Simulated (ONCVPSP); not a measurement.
## What one change does to a pseudopotential (iridium (Ir), ONCV)

```
Element                 : iridium
Generator               : ONCVPSP 4.0.1
Type                    : optimised norm-conserving Vanderbilt (ONCV)
Functional              : PBE
Relativity              : scalar-relativistic
Frozen core             : [Kr] 4d10 4f14
Valence charge          : 17
Reference configuration : 5s2 5p6 5d7 6s2
Partial waves           : 5s+6s: rc 1.85 bohr, ncon 4, nbas 7, qcut 5.3 1/bohr, 2 projectors; 5p: rc 1.60 bohr, ncon 5, nbas 9, qcut 7.7 1/bohr, 2 projectors, debl 3.3 Ha; 5d: rc 2.20 bohr, ncon 4, nbas 8, qcut 7.9 1/bohr, 2 projectors, debl 0.9 Ha
Local potential         : polynomial inside 1.50 bohr (lpopt 5, dvloc0 2 Ha)
Core correction         : none
```

Change: s: qcut 3.3.

Cutoffs: the cutoffs (Ha) at which the residual kinetic energy of the hardest occupied pseudo-wave falls to 1 and 0.1 mHa per electron; they do not see the model core or the augmentation charge, which bear on the density cutoff. Errors are all-electron minus pseudo energies relative to the spin-unpolarised reference configuration.

Question: Predict the effect on cutoff, ghosts and configuration errors.

Answer: The potential gets harder (24 Ha and 37 Ha → 24 Ha and 44 Ha); the errors of the 4 common tests hardly move; neither file shows a bound ghost.

```tsv
quantity	base	changed
cutoff, loose	24 Ha	24 Ha
cutoff, tight	37 Ha	44 Ha
loose cutoff by channel	s 11 Ha, p 24 Ha, d 18 Ha	s 15 Ha, p 24 Ha, d 18 Ha
bound ghosts	none	none
GHOST(+) flags under 300 eV	none	none
error for 5s2 5p6 5d7 6s1, meV [ΔE 9.88 eV]	-5.1	-5.0
error for 5s2 5p6 5d7 6s0, meV [ΔE 27.35 eV]	-17	-17
error for 5s2 5p6 5d6 6s0, meV [ΔE 57.89 eV]	-18	-19
error for 5s2 5p6 5d7 6s1.5, meV [ΔE 4.04 eV]	-1.8	-1.8
s: phases at 1.88 bohr within 0.05 rad from the reference energy up to (Ha; the scan ends near 5)	3.4	4.0
p: phases at 1.63 bohr within 0.05 rad from the reference energy up to (Ha; the scan ends near 5)	to the end of the scan	to the end of the scan
d: phases at 2.23 bohr within 0.05 rad from the reference energy up to (Ha; the scan ends near 5)	to the end of the scan	to the end of the scan
```
